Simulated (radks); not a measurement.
Nb+, 40 electrons, occupied as [Kr] 4d4. All-electron calculation, scalar-relativistic Kohn-Sham, PBEsol, spin-polarised, spherical densities, point nucleus; open shells are filled with parallel spins first (spin-orbit coupling, left out, can overturn this in heavy ions). Program: a radial shooting solver on a logarithmic mesh with Libxc functionals.

Local quantities along the radius. ELF = 1/(1 + alpha^2) is the electron localisation function; alpha = (tau - tau_W)/tau_unif compares the Pauli kinetic energy density with that of the uniform gas (summed over spins). tau is taken from the large components.

r (bohr)    ELF    alpha
0.001405  1.000  0.02121
0.001859  1.000  0.02139
0.002441  1.000  0.02212
0.003229  0.999  0.02362
0.004273  0.999  0.02618
0.005608  0.999  0.03021
0.007421  0.999  0.03705
0.00974   0.998  0.04836
0.01289   0.995  0.06957
0.01692   0.988   0.1104
0.02238   0.961   0.2027
0.02961   0.847   0.4244
0.03887   0.553   0.8986
0.05143   0.317    1.469
0.06751   0.386    1.262
0.08932   0.656   0.7238
0.1172    0.774   0.5408
0.1551    0.622   0.7802
0.2053    0.296    1.542
0.2694    0.422    1.171
0.3565    0.736   0.5988
0.4679    0.754   0.5719
0.6191    0.395    1.238
0.8126    0.209    1.943
1.075     0.676   0.6924
1.423     0.758   0.5654
1.867     0.550   0.9049
2.471     0.288    1.572
3.243     0.134    2.538
4.291     0.039    4.993
5.632     0.005    13.72
7.452     0.000    64.89

On this mesh the ELF has minima near r = 0.059, 0.24, 0.81 bohr, which separate the shells, and maxima near 0.12 (0.77), 0.41 (0.78), 1.2 (0.77).
